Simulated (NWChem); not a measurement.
# C$_{2}$H$_{3}$Br; SMILES C(Br)=C

All runs: NWChem. Pople sets run with spherical d functions. The geometry was optimised at B3LYP/6-31G* (spherical d). Total energies compare along this basis series because the functional is fixed.

```tsv
level	basis functions	energy (Ha)	highest occupied level (eV)	orbital gap (eV)	dipole (D)
TPSS/STO-3G	31	-2622.9945	-3.85	5.84	0.95
TPSS/3-21G	46	-2639.2228	-6.05	5.41	1.34
TPSS/6-31G*	66	-2651.7578	-6.17	5.36	1.63
TPSS/6-311G**	98	-2652.0503	(withheld)	(withheld)	(withheld)
```

Q: Complete the blanks.

A: 
- TPSS/6-311G**, highest occupied level (eV): -6.32
- TPSS/6-311G**, orbital gap (eV): 5.23
- TPSS/6-311G**, dipole (D): 1.51
